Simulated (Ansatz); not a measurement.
Total energies of Si(NMeEt)2Me2 (C8H22N2Si) from Ansatz at PBE-D4/def2-SVP, gas phase (1 Eh = 27.2114 eV = 2625.5 kJ/mol). The reference geometry is relaxed at PBE-D4/def2-SVP.

```
                 state   geometry  energy (Eh)
      charge 0 singlet  reference   -716.03550
      charge 1 doublet  reference   -715.77781
free Si atom (triplet)          –   -289.12416
 free N atom (quartet)          –    -54.46658
 free C atom (triplet)          –    -37.75124
 free H atom (doublet)          –     -0.49863
```

Task: Work out the vertical ionisation energy to the doublet.

Result: E(charge 1 doublet) − E(charge 0 singlet) = -715.77781 − (-716.03550) = 0.25769 Eh = 7.01 eV. For comparison, −ε of the highest occupied level is 4.53 eV at this level, 2.48 eV less.

Task: What is the binding energy per atom against free atoms?

Result: Atoms: 1 × (-289.12416) + 2 × (-54.46658) + 8 × (-37.75124) + 22 × (-0.49863) = -711.03710 Eh. Binding: -711.03710 − (-716.03550) = 4.99840 Eh = 136.01 eV, or 4.12 eV for each of 33 atoms (no zero-point energy, no counterpoise term).
